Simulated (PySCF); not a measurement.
## Stationary points of [SnBr2]+

All numbers come from PySCF, PBE0, basis Sn def2-TZVP with ECP28, Br def2-TZVP (scalar-relativistic core potentials, no spin–orbit coupling, density fitting).

Relaxations began from a few typed shapes; open shells are unrestricted. The search is not exhaustive: other isomers or separated fragments can lie lower, and high-lying points may rest on an excited occupation.

| spin | group | bonds | angles | imaginary modes (cm⁻¹) | ΔE (kJ/mol) | ΔE with ZPE (kJ/mol) |
| --- | --- | --- | --- | --- | --- | --- |
| doublet | C2v | Sn–Br 2.428 Å (×2) | Br–Sn–Br 121.0° | none | 0.0 | 0.0 |
| doublet | D∞h | Sn–Br 2.488 Å (×2) | Br–Sn–Br 180.0° | 80i, 80i | 43.1 | – |

The lowest minimum found is the doublet C2v: Sn–Br 2.428 Å (×2); Br–Sn–Br 121.0°.

For the lowest minimum: no spin–orbit coupling is included, which matters more the heavier the element.
